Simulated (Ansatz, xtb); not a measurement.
**Relative energy of two isomers of C5H6FN**

We compare X, `[H]/N=C1/C=CC[C@@H]1F`, a singlet, with Y, `CC/C(F)=C/C#N`, a singlet. Both are isolated molecules in the gas phase, relaxed with B3LYP/def2-SVP; the shapes shown needn't be the lowest conformers.

X (Å):

```xyz
13

C    -0.0831   -0.1836    1.0411
C    -0.7104   -1.4172    0.5396
C    -0.4837   -1.5512   -0.7806
C     0.3433   -0.4183   -1.3440
C     0.3353    0.6111   -0.2031
F     1.5455    1.2489   -0.0151
N     0.0857    0.1301    2.2625
H     0.5918    1.0235    2.3254
H    -1.2348   -2.1202    1.1881
H    -0.8227   -2.3899   -1.3936
H     1.3835   -0.7413   -1.5321
H    -0.0482   -0.0235   -2.2953
H    -0.4211    1.3947   -0.3937
```

Y (Å):

```yaml
atoms:
  - { symbol: C, position_ang: [-1.7118, -0.6531, 0.2530] }
  - { symbol: C, position_ang: [-1.4498, 0.8499, 0.2305] }
  - { symbol: C, position_ang: [-0.0159, 1.2664, 0.2712] }
  - { symbol: C, position_ang: [1.0780, 0.4835, 0.3251] }
  - { symbol: C, position_ang: [2.4062, 0.9984, 0.3604] }
  - { symbol: F, position_ang: [0.1298, 2.5935, 0.2489] }
  - { symbol: N, position_ang: [3.4998, 1.3891, 0.3903] }
  - { symbol: H, position_ang: [-1.3164, -1.1197, 1.1686] }
  - { symbol: H, position_ang: [-2.7934, -0.8498, 0.2199] }
  - { symbol: H, position_ang: [-1.2552, -1.1570, -0.6130] }
  - { symbol: H, position_ang: [-1.9522, 1.3484, 1.0800] }
  - { symbol: H, position_ang: [-1.8918, 1.3117, -0.6716] }
  - { symbol: H, position_ang: [0.9557, -0.6003, 0.3439] }
```

Quicker runs give these differences E(Y) − E(X): GFN2-xTB +48.0 kJ/mol; HF/STO-3G −34.7 kJ/mol (at GFN2-xTB geometries); r2SCAN-D4/def2-SVP −2.0 kJ/mol (at GFN2-xTB geometries).

Task: Which of the two would you expect CCSD(T)/def2-SVP + ΔMP2/def2-TZVPP electronic energies to favour?

Result: Structure Y; the calculation gives E(Y) − E(X) = −8.5 kJ/mol.

The same difference at several levels:

```json
{"level": "GFN2-xTB", "geometry": "GFN2-xTB", "E(Y) − E(X) (kJ/mol)": "+48.0", "departure from the last row (kJ/mol)": "+56.5", "job, with rough time for the two": "optimisation, 0.17 s"}
{"level": "HF/STO-3G", "geometry": "GFN2-xTB", "E(Y) − E(X) (kJ/mol)": "−34.7", "departure from the last row (kJ/mol)": "−26.2", "job, with rough time for the two": "single point, 0.5 s"}
{"level": "r2SCAN-D4/def2-SVP", "geometry": "GFN2-xTB", "E(Y) − E(X) (kJ/mol)": "−2.0", "departure from the last row (kJ/mol)": "+6.5", "job, with rough time for the two": "single point, 3.4 s"}
{"level": "B3LYP/def2-SVP", "geometry": "B3LYP/def2-SVP", "E(Y) − E(X) (kJ/mol)": "−13.6", "departure from the last row (kJ/mol)": "−5.1", "job, with rough time for the two": "optimisation, 44 s"}
{"level": "HF/def2-SVP", "geometry": "B3LYP/def2-SVP", "E(Y) − E(X) (kJ/mol)": "−19.6", "departure from the last row (kJ/mol)": "−11.1", "job, with rough time for the two": "part of the CCSD(T) run"}
{"level": "MP2/def2-SVP", "geometry": "B3LYP/def2-SVP", "E(Y) − E(X) (kJ/mol)": "−30.4", "departure from the last row (kJ/mol)": "−21.9", "job, with rough time for the two": "part of the CCSD(T) run"}
{"level": "CCSD(T)/def2-SVP", "geometry": "B3LYP/def2-SVP", "E(Y) − E(X) (kJ/mol)": "−20.8", "departure from the last row (kJ/mol)": "−12.3", "job, with rough time for the two": "single point"}
{"level": "CCSD(T)/def2-SVP + ΔMP2/def2-TZVPP", "geometry": "B3LYP/def2-SVP", "E(Y) − E(X) (kJ/mol)": "−8.5", "departure from the last row (kJ/mol)": "", "job, with rough time for the two": "single point, 53 s"}
```

As drawn, Y has 1 C≡N, 1 C–H in place of 1 N–H, 1 C=N, 1 C–C. Structure X has a 5-membered ring, Y no ring.

GFN2-xTB puts the two in the other order. r2SCAN-D4/def2-SVP finds them nearly level. The largest departure from CCSD(T)/def2-SVP + ΔMP2/def2-TZVPP is that of GFN2-xTB, 56.5 kJ/mol. The last row adds to CCSD(T) the change of the MP2 difference between the two basis sets, here +12.3 kJ/mol.

With thermal terms from frequencies at re-optimised GFN2-xTB minima (ideal gas, soft modes damped towards free rotors, one conformer each, 298.15 K, 1 atm): the zero-point term adds −4.5 kJ/mol; ΔH is −9.1 and ΔG −18.0 kJ/mol.

The correlated steps freeze 7 core orbitals. Mirror images aren't counted in ΔG. Run with Ansatz 0.2.0, xtb 6.7.1; the last row on 2 threads of Intel(R) Xeon(R) Platinum 8375C CPU @ 2.90GHz (Ice Lake) on a shared host.
